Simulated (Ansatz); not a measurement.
C2H6BFS, SMILES `CSB(C)F`, relaxed with RKS PBE-D4/def2-SVP in Ansatz 0.2.0 from a rough embedded geometry. The force threshold is 0.03 eV/Å; the program also tests the step.

The species carries charge 0 and has multiplicity 1.

Start:

```xyz
11

C    -1.023   -0.238    1.542
S     0.641   -0.950    1.187
B     0.492   -0.650   -0.650
C     0.901    0.729   -1.335
F    -0.103   -1.661   -1.531
H    -1.174   -0.370    2.695
H    -1.820   -0.856    1.058
H    -1.102    0.776    1.280
H     0.754    0.755   -2.356
H     0.391    1.592   -0.816
H     2.043    0.874   -1.074
```

Task: How much energy does the relaxation release, and in how many steps? (An estimate is asked.)

Result: The calculation gave: 109.46 kJ/mol, in 20 steps, 2 of them rejected.

Task: Which bonds change most? (An estimate is asked.)

Result: The calculation gave: B3–F5 from 1.467 to 1.349 Å; C4–H9 from 1.032 to 1.111 Å; C4–H11 from 1.180 to 1.113 Å; C1–H6 from 1.170 to 1.106 Å.

Task: Give the relaxed structure. (Best estimate.)

Result: The calculation gave: 
```xyz
11

C    -0.915   -0.104    1.570
S    -0.087   -1.533    0.780
B     0.633   -0.841   -0.733
C     0.569    0.646   -1.236
F     1.309   -1.746   -1.471
H    -1.330   -0.472    2.527
H    -1.746    0.277    0.947
H    -0.200    0.712    1.784
H     0.316    0.664   -2.317
H    -0.134    1.306   -0.696
H     1.585    1.093   -1.155
```
